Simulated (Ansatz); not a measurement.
Gas-phase electronic energies from Ansatz, PBE0-D4/def2-TZVP geometries. CCSD(T)/CBS adds triple-zeta CCSD(T) − MP2 to the extrapolated MP2 energy (def2 sets, frozen cores). This one scheme is used for every species. DFT in def2-TZVPP. B3LYP here is the variant with VWN-RPA as its local correlation; programs differ in this. For Ge, Se outer-core shells are correlated without core-valence functions, which leaves a few kJ/mol of doubt a bond. Scalar relativity is left out up to krypton. Each species was taken in one conformer, which may not be the lowest.

Reaction (formal exchange of groups at the Se–Ge bond): `C[Se][GeH3]` + `CC#N` → `C[Se]CC#N` + GeH₄

Is it downhill or uphill in electronic energy at CCSD(T)/CBS, and by how much? (Estimate.)

Ansatz gave: Uphill: ΔE = +102.8 kJ/mol.

What do these levels give: B3LYP-D4, ωB97M-V, PBE, CCSD/def2-TZVPP, HF/CBS(def2), CCSD/CBS(def2)? (An estimate is asked.)

Ansatz gave: B3LYP-D4 102.7, ωB97M-V 102.3, PBE 102.6, CCSD/def2-TZVPP 101.7, HF/CBS(def2) 113.6, CCSD/CBS(def2) 105.4 kJ/mol.

Largest T1 diagnostic among the species: 0.012.

In def2-TZVPP, CCSD(T) changes the Hartree–Fock value by −15.7 kJ/mol (the triples alone add −2.5 kJ/mol) and MP2 by −14.8 kJ/mol. From PBE to PBE0 (25 % exact exchange), in def2-TZVPP and without D4, ΔE moves by +4.2 kJ/mol.
